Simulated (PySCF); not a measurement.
C2H5O (SMILES CC[O]), doublet, geometry from GFN2-xTB. Base run: PySCF with MP2/def2-SVP.

Here is a job for PySCF.
```python
from pyscf import gto, scf, mp

mol = gto.M(
    atom='''
C     1.171918   -0.138615    0.233356
C    -0.343595   -0.311089    0.153983
O    -1.030453    0.589011   -0.500555
H     1.620847   -0.948775    0.801442
H     1.595240   -0.123791   -0.768607
H     1.411591    0.810166    0.708457
H    -0.766361   -0.421270    1.188289
H    -0.587636   -1.330189   -0.249177
''',
    basis='def2-svp',
    charge=0,
    spin=1,
    verbose=3,
)

mf = scf.UHF(mol)
mf.kernel()

pt = mp.MP2(mf)
pt.kernel()
print('E(MP2) = %.10f' % pt.e_tot)
```

Variants of this job, named by their change:

```csv
change,ΔE vs base (mEh),MP2 correlation (Eh),basis functions,core-seconds (rough)
base,0.000,-0.43790,67,1
frozen = 3,8.512,-0.42938,67,0.9
density fitting = JK and correlation,0.265,-0.43772,67,0.6
method = ccsd(t),___,-0.43790,67,30
cart = on,-21.788,-0.45187,70,1
method = cisd,8.364,-,67,7
frozen = 2,___,___,67,1
method = ccsd,-43.577,-0.43790,67,20
frozen = 4,65.703,-0.37219,67,1
```

Question: Complete the blanks.

Answer: 
- method = ccsd(t), ΔE vs base (mEh): -55.315
- frozen = 2, ΔE vs base (mEh): 5.218
- frozen = 2, MP2 correlation (Eh): -0.43268

Open shells are given as the SCF converged; they aren't shown to be the lowest states, and a large step between rows can be another state.
